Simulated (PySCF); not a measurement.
# CdSe at PBE0

Level: PBE0. basis Cd x2c-TZVPPall, Se x2c-TZVPPall; spin-free X2C with a Gaussian nucleus; PySCF 2.14.

* state: ¹Σ⁺ (singlet), closed shell
* bond length: 2.354 Å
* harmonic wavenumber: 265 cm⁻¹
* force constant: 1.94 mdyn/Å
* rotational constant Be: 0.06476 cm⁻¹
* anharmonicity ωexe: 0.844 cm⁻¹
* vibration–rotation constant αe: 0.000247 cm⁻¹
* well depth De to Cd + Se: 0.87 eV
* dissociation energy D0: 0.86 eV
* HOMO–LUMO gap: 1.98 eV
* bond order (Mayer): 1.72
* dipole moment (positive dipole means Cd(−)Se(+)): -5.62 D
